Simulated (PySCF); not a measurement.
Species: C3H6FSi2 (doublet state).
Atom-mapped SMILES: `[CH:1]#[C:2][SiH:3][C@@H:4]([F:5])[SiH3:6]` (hydrogens: H7 on C1; H8 on Si3; H9 on C4; H10, H11, H12 on Si6)

Cartesian coordinates in Å at the GFN2-xTB level; atoms count from 1:
```
atom  x, y, z in Å
C1     1.9545    1.6722   -1.7089
C2     1.6715    0.6972   -1.0554
Si3    1.3383   -0.6861    0.0916
C4    -0.5506   -1.0222    0.1686
F5    -0.7306   -2.2534    0.8154
Si6   -1.5886    0.3058    1.0819
H7     2.1812    2.5031   -2.3127
H8     2.1145   -1.8948   -0.1644
H9    -0.9313   -1.1819   -0.8476
H10   -1.4093    1.5532    0.3417
H11   -2.9936   -0.1004    1.1094
H12   -1.0547    0.4067    2.4399
```

The hyperfine couplings belong to this conformer and change with its torsions.

Method used: PySCF, UKS B3LYP, pcH-1 on C F H Si, non-relativistic, mean-field spin-orbit, GIAO. One conformer (not necessarily the lowest) at the GFN2-xTB geometry, without solvent, vibrations or thermal averaging. The geometry wasn't refined by DFT: couplings that depend on bond lengths, twists or pyramidal angles can differ widely from those at the functional's own minimum, by a factor of two or more for some ions and for spin on atoms past the first row. Stability of the SCF solution: not tested.

(1) Where do the isotropic ENDOR lines of C4, C1, C2, F5, H8, H9, H7 and Si6 fall at 343.7 mT, to first order?

(2) Which pairs are centred on the nuclear Larmor frequency, and which on half the coupling?

(3) At what field would the lower line of H8 fall to zero frequency?

Answers

(1) For S = 1/2 in fast tumbling each set of equivalent nuclei gives two lines, ν± = |νn ± a/2| to first order, with νn = g_N μN B/h and μN/h = 7.62259 MHz/T.

```tsv
nuclei	isotope	g_N	νn (MHz)	a_iso (MHz)	lower line (MHz)	upper line (MHz)
C4	13C	1.4048	3.68	22.88	7.76	15.12
C1	13C	1.4048	3.68	16.06	4.35	11.71
C2	13C	1.4048	3.68	8.41	0.52	7.88
F5	19F	5.2577	13.77	-1.55	13.00	14.55
H8	1H	5.5857	14.63	57.01	13.87	43.14
H9	1H	5.5857	14.63	54.15	12.44	41.71
H7	1H	5.5857	14.63	-13.81	7.73	21.54
Si6	29Si	-1.1106	2.91	-13.34	3.76	9.58
```

The rows for 13C and 29Si, of low natural abundance, apply to labelled samples.

(2) Centred on νn, since |a| < 2νn: F5 and H7. Centred on |a|/2 and split by 2νn: C4, C1, C2, H8, H9 and Si6.

(3) Where νn = |a|/2, that is B = 28.51 MHz/(5.5857 × 7.62259 MHz/T) = 669 mT, as far as first order holds there.

Largest spin populations (Mulliken): Si3 (+0.90), C1 (+0.19) and C2 (-0.11). The positive populations add up to 1.12 and the negative ones to -0.12, together 2S = 1. The angles at Si3 add up to 337.2°, so it is pyramidal.
